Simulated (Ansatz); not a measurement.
Consider the silylene formation by 1,1-elimination: `C=C[SiH](Br)C=C` → `C=CC=C` + `[SiH]Br`.

Gas-phase electronic energies from Ansatz, PBE0-D4/def2-TZVP geometries. CCSD(T)/CBS adds triple-zeta CCSD(T) − MP2 to the extrapolated MP2 energy (def2 sets, frozen cores). For Br outer-core shells are correlated without core-valence functions, which leaves a few kJ/mol of doubt a bond. Scalar relativity is left out up to krypton. One conformer a species, not always the lowest.

```json
{"species": "`C=C[SiH](Br)C=C`", "CCSD/def2-TZVPP energy (Eh)": "-3018.07391"}
{"species": "`C=CC=C`", "CCSD/def2-TZVPP energy (Eh)": "-155.66643"}
{"species": "`[SiH]Br`", "CCSD/def2-TZVPP energy (Eh)": "-2862.33019"}
```

Problem. Work out ΔE.

Solution. ΔE = (-155.66643) + (-2862.33019) − (-3018.07391) = 0.07729 Eh = +2.10 eV. CCSD(T)/CBS gives +2.21 eV.

Problem. What do rigid-rotor, harmonic-oscillator terms from PBE0-D4/def2-TZVP frequencies (298.15 K, 1 bar) make of the CCSD(T)/CBS value? (Best estimate.)

Solution. Ansatz gave: ΔZPE = -0.08 eV, ΔH = +2.14 eV, ΔS = 152 J/(mol·K), ΔG = +1.67 eV.

Largest T1 diagnostic among the species: 0.011.

From r2SCAN to r2SCAN0 (25 % exact exchange), in def2-TZVPP and without D4, ΔE moves by +0.06 eV. Leaving LDA and LC-ωPBE aside and taking each functional with its dispersion term where it has one, the values, not all of them listed here, spread over 0.43 eV, from BLYP-D4 to r2SCAN0-D4. LDA lies +0.32 eV from PBE without D4. At CCSD(T), def2-SVP lies −0.32 eV from the extrapolated value and def2-TZVPP −0.08 eV.
